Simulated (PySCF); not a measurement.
Atomic charges by several schemes

Compound: C3H3F3O2P (charge -1).
Cartesian coordinates in Å at the GFN2-xTB level; atoms count from 1:
```xyz
12
C3H3F3O2P angstrom
C     -2.0859    0.2835    0.1319
C     -0.8658    0.7227    0.3690
P      0.5056    0.2873   -0.7680
O      0.0904   -0.6800   -1.8073
O      1.3209    1.4794   -1.0994
C      1.4998   -0.7020    0.5383
F      2.6538   -1.1594    0.0186
F      0.8636   -1.7916    1.0233
F      1.8523    0.0011    1.6384
H     -2.2547   -0.3738   -0.7053
H     -2.9424    0.5384    0.7424
H     -0.6364    1.3935    1.1863
```

Density: PBE0/pcSseg-1 (PySCF); schemes: Mulliken, IAO, Hirshfeld and ESP-fitted. The structure is a single GFN2-xTB conformer in the gas phase; no vibrational or solvent corrections. The pcSseg-1 basis has no diffuse functions, a weakness for an anion.

Give the atomic charges in each scheme.

In e:

```csv
atom,environment,Mulliken,IAO,Hirshfeld,ESP-fitted
C1,terminal =CH2 carbon,-0.153,-0.307,-0.115,-0.340
C2,alkene CH carbon,-0.507,-0.432,-0.116,-0.261
P3,phosphoryl phosphorus,+1.127,+1.710,+0.319,+0.950
O4,oxygen bonded to P,-0.678,-0.988,-0.464,-0.706
O5,oxygen bonded to P,-0.680,-0.988,-0.480,-0.727
C6,CF3 carbon,+0.502,+0.507,+0.176,+0.204
F7,fluorine of a CF3 group,-0.299,-0.301,-0.128,-0.151
F8,fluorine of a CF3 group,-0.304,-0.309,-0.139,-0.184
F9,fluorine of a CF3 group,-0.308,-0.313,-0.137,-0.183
H10,vinylic hydrogen,+0.118,+0.156,+0.031,+0.150
H11,vinylic hydrogen,+0.078,+0.120,+0.024,+0.124
H12,vinylic hydrogen,+0.104,+0.144,+0.029,+0.126
```

Mean size of the charges over all atoms: IAO 0.523 e, Mulliken 0.405 e, ESP-fitted 0.342 e, Hirshfeld 0.180 e. Each set sums to the total charge, -1, to within 0.001 e. The IAO scheme counts the electrons in orthogonalised intrinsic atomic orbitals, a minimal basis polarised so that it spans the occupied orbitals exactly. The ESP scheme fits charges at the nuclei, held to the total charge, to the electrostatic potential on points at 1.4 to 2.0 times the van der Waals radii.

Lowest charge. All schemes include O5: Mulliken O5 (-0.680); IAO O4 and O5 (-0.988); Hirshfeld O5 (-0.480); ESP-fitted O5 (-0.727).

Highest charge. All schemes agree: Mulliken P3 (+1.127); IAO P3 (+1.710); Hirshfeld P3 (+0.319); ESP-fitted P3 (+0.950).

How closely do the schemes follow one another over all atoms?

Correlation coefficient and root-mean-square difference: IAO with ESP-fitted 0.99, 0.274 e; Mulliken with IAO 0.98, 0.217 e; Mulliken with ESP-fitted 0.96, 0.151 e; Hirshfeld with ESP-fitted 0.96, 0.229 e; IAO with Hirshfeld 0.94, 0.487 e; Mulliken with Hirshfeld 0.93, 0.303 e.

Sum the charges by element, for elements with more than one atom.

| element | atoms | Mulliken | IAO | Hirshfeld | ESP-fitted |
| --- | --- | --- | --- | --- | --- |
| C | 3 | -0.158 | -0.231 | -0.055 | -0.398 |
| O | 2 | -1.358 | -1.975 | -0.944 | -1.433 |
| F | 3 | -0.911 | -0.923 | -0.404 | -0.518 |
| H | 3 | +0.300 | +0.419 | +0.085 | +0.400 |

How many electrons does the ESP-fitted scheme count on F8?

Z − q = 9 − (-0.184) = 9.184.
